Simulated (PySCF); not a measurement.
**Dipole moment and polarisability of `O[SiH2]S[SiH3]`**

H6OSSi2.
Structure used (PBE0-D3(BJ)/def2-SVP), in Å, numbered top down from 1:
```xyz
10
H6OSSi2 angstrom
O      2.6952   -0.7770   -0.0904
Si     1.0456   -0.9209   -0.1141
S      0.2271    0.9367    0.6113
Si    -1.8706    0.4925    0.4584
H      3.0679    0.0486    0.2308
H      0.5682   -1.1786   -1.5027
H      0.6085   -2.0447    0.7627
H     -2.2504    0.1837   -0.9524
H     -2.5801    1.7153    0.9253
H     -2.2358   -0.6732    1.3173
```

Level: CAM-B3LYP/def2-SVPD (PySCF), static field, nuclei fixed, core orbitals frozen in the response. The polarisability tensor in these axes (au):

```
x   92.63 -6.37 -2.72
y   -6.37 77.17  3.91
z   -2.72  3.91 68.72
```

**Question.** Diagonalise the tensor; give its mean and Δα, where Δα² is half the sum of the squared differences of the eigenvalues.

**Answer.** Principal values 67.19, 75.84 and 95.49 au; mean 79.51 au = 11.78 Å³ = 13.11 × 10⁻⁴⁰ C²·m²/J; Δα = 25.12 au (32 % of the mean).

**Question.** What is the dipole moment, and where does it point?

**Answer.** (-0.78, 0.29, 0.14) D, 0.85 D in size, pointing from the negative to the positive side. Measured along this direction, the outermost atoms are H5 and O1 at the negative end and H9 at the positive end.

**Question.** Orientational against electronic polarisability at 298 K (dilute gas, rigid molecules)?

**Answer.** In Gaussian units μ²/3kT = 5.79 Å³ against 11.78 Å³, a ratio of 0.49; the Debye molar polarisation (4π/3)N_A(α + μ²/3kT) is 44.3 cm³/mol, leaving out the vibrational part.

**Question.** Give the principal axes and the span of the nuclei along them.

**Answer.** Largest value along (0.92, -0.35, -0.15), where the nuclei span 5.91 Å; middle along (0.38, 0.86, 0.33), 2.58 Å; least along (0.01, -0.36, 0.93), 2.43 Å. The response follows the extents in order.

**Question.** What molar refraction does this α imply?

**Answer.** Lorentz–Lorenz: R = (4π/3)N_A α = 2.5225 cm³/(mol·Å³) × 11.78 Å³ = 29.7 cm³/mol, in the limit of long wavelengths.

**Question.** What would n − 1 = 2πNα be for an ideal gas of these molecules at 273.15 K and 1 atm, electronic part alone?

**Answer.** N = p/kT = 2.6868 × 10¹⁹ cm⁻³, so n − 1 = 2π × N × 11.78 × 10⁻²⁴ cm³ = 1989 × 10⁻⁶ at long wavelengths, for an ideal gas.

**Question.** What depolarisation ratio follows for Rayleigh scattering of linearly polarised light, taking the static tensor?

**Answer.** ρ = 3Δα²/(45ᾱ² + 4Δα²) = 1892.5/(284461 + 2523.3) = 0.00659.

One conformer (not necessarily the lowest) at the PBE0-D3(BJ)/def2-SVP geometry, without solvent, vibrations or thermal averaging.
